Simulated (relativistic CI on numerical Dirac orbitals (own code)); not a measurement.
# Co⁺ (3d8) in a crystal field

Calculated by Dirac-Coulomb-Breit CI, orbitals from a KLI potential per configuration, model QED (radiative potential, 1s self-energy scaled to tabulated hydrogen-like ionisation energies), valence Slater integrals scaled by 0.8, one configuration in a parametric crystal field (own radial code).

Field parameters in Wybourne normalisation: Oh B⁴₀ = 21Dq, B⁴₄ = √(5/14) B⁴₀. The field is a parameter set, without covalency.

S is read from ⟨S²⟩ = S(S + 1).

Levels (cm⁻¹, degeneracy): 0 (3), 13006 (2), 13700 (3), 13939 (3), 14031 (2), 14057 (1), 20885 (1), 21215 (3), 21552 (3), 21605 (2), 23396 (1), 26867 (3).

Problem. Which field gives this pattern?
A. Oh, 10Dq = 15700 cm⁻¹
B. Oh, 10Dq = 17600 cm⁻¹
C. Oh, 10Dq = 21400 cm⁻¹
D. Oh, 10Dq = 13800 cm⁻¹

Solution. D. Oh, 10Dq = 13800 cm⁻¹, ground level with S = 1.00.
